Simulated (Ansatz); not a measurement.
Calculated with Ansatz (gas phase, PBE0-D4/def2-TZVP geometries, no zero-point term in ΔE). CBS: MP2 limit from def2 TZ/QZ plus the TZ coupled-cluster correction, frozen cores. Functionals use def2-TZVPP. B3LYP here is the variant with VWN-RPA as its local correlation; programs differ in this. Each species was taken in one conformer, which may not be the lowest.

`OC([SiH3])[SiH2]Cl` + `O[SiH2]S` → `O[SiH2]S[SiH3]` + `OC[SiH2]Cl`  (ligand exchange at the Si–C bond)

```
             level  ΔE (kJ/mol)  difference from CCSD(T)/CBS
           PBE0-D4        -70.6                         -1.9
          B3LYP-D4        -67.8                          0.9
           ωB97X-V        -67.9                          0.8
           ωB97M-V        -67.1                          1.6
            B2PLYP        -68.7                          0.0
               PBE        -67.9                          0.8
              PBE0        -70.8                         -2.1
             B3LYP        -67.9                          0.8
     HF/def2-TZVPP        -75.1                         -6.4
SCS-MP2/def2-TZVPP        -69.5                         -0.8
     HF/def2-QZVPP        -75.0                         -6.3
    MP2/def2-QZVPP        -72.0                         -3.3
SCS-MP2/def2-QZVPP        -71.1                         -2.4
      HF/CBS(def2)        -75.0                         -6.3
     MP2/CBS(def2)        -73.1                         -4.4
    CCSD/CBS(def2)        -69.2                         -0.5
       CCSD(T)/CBS        -68.7                            0
```

Largest T1 diagnostic among the species: 0.012.

In def2-TZVPP, CCSD(T) changes the Hartree–Fock value by +9.0 kJ/mol (the triples alone add +0.5 kJ/mol) and MP2 by +4.6 kJ/mol.
